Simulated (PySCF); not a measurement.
C₄H₈FNSi₂.
Cartesian coordinates in Å at the GFN2-xTB level; atoms count from 1:
```xyz
16
C4H8FNSi2 angstrom
C      3.1398    0.6730    1.3961
C      2.2396    0.6340    0.5998
Si     0.8307    0.5602   -0.5997
C     -0.7932    1.2190    0.1464
C     -1.5294    0.0669    0.8233
F     -1.0282   -0.0847    2.1183
Si    -1.2012   -1.5742   -0.1180
N      0.2772   -1.0722   -0.8578
H      3.9266    0.7082    2.0944
H      1.2100    1.1716   -1.8774
H     -1.4322    1.6098   -0.6456
H     -0.6411    2.0255    0.8638
H     -2.5885    0.3081    0.9690
H     -2.2396   -1.8272   -1.1232
H     -1.0305   -2.6791    0.8209
H      0.8522   -1.7300   -1.3542
```

The closed-shell ground state was solved at several levels (PySCF, density fitting, gas phase, non-relativistic).

| level | basis functions | HOMO (eV) | LUMO (eV) | gap (eV) | dipole (D) |
| --- | --- | --- | --- | --- | --- |
| PBE0/def2-SVPD | 235 | -7.51 | -0.34 | 7.17 | 1.46 |
| wB97X-D/def2-SVPD | 235 | -9.40 | 1.41 | 10.81 | 1.50 |

Q: Estimate the row for PBE0/pcSseg-1, a basis of 190 functions; the other rows only guide the guess.

A: HOMO -7.49 eV, LUMO -0.23 eV, gap 7.26 eV, dipole 1.45 D.

Q: Over all these levels, which gives the widest orbital gap and which the narrowest?

A: wB97X-D/def2-SVPD (range-separated hybrid) has the widest, 10.81 eV, and PBE0/def2-SVPD (global hybrid, 25 % exact exchange) the narrowest, 7.17 eV. The two share the basis. From the narrowest to the widest the HOMO moves by -1.89 eV and the LUMO by +1.75 eV.

Q: How far do the dipole and the HOMO energy spread over the levels?

A: The dipole runs from 1.45 to 1.50 D (mean 1.47 D) and the HOMO from -9.40 to -7.49 eV.

One conformer stands for the species.
